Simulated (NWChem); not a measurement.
Total energies of fluoroethane (C2H5F)

```
C
F 1 1.3743
H 1 1.1044 2 108.20
H 1 1.1044 3 107.78 2 -116.79
C 1 1.5068 3 111.09 4 -121.92
H 5 1.1002 1 110.72 3 179.98
H 5 1.1002 6 108.20 1 -121.50
H 5 1.1006 6 108.31 7 -117.21
```
Charge 0, spin multiplicity 1.

Program: NWChem. Structure: optimised with PBE0/def2-SVP, a minimum by its harmonic frequencies.

Basis set: 6-311G** (84 functions).

| method | total energy (Ha) |
|---|---|
| RHF | -178.12878 |
| MP2 | -178.63893 |
| B2PLYP | -178.94730 |
| PBE | -178.89724 |
| B3LYP | -179.11525 |
| TPSS | -179.13098 |
| CCSD(T) | -178.68471 |

Total energies of different functionals aren't comparable as a measure of quality: only differences taken within one method are. 

The correlated methods keep 3 core orbitals frozen. B3LYP has NWChem's definition, with VWN1-RPA local correlation. The Pople sets run with spherical d functions. Coupled-cluster values serve here as a point of comparison, not as the truth.
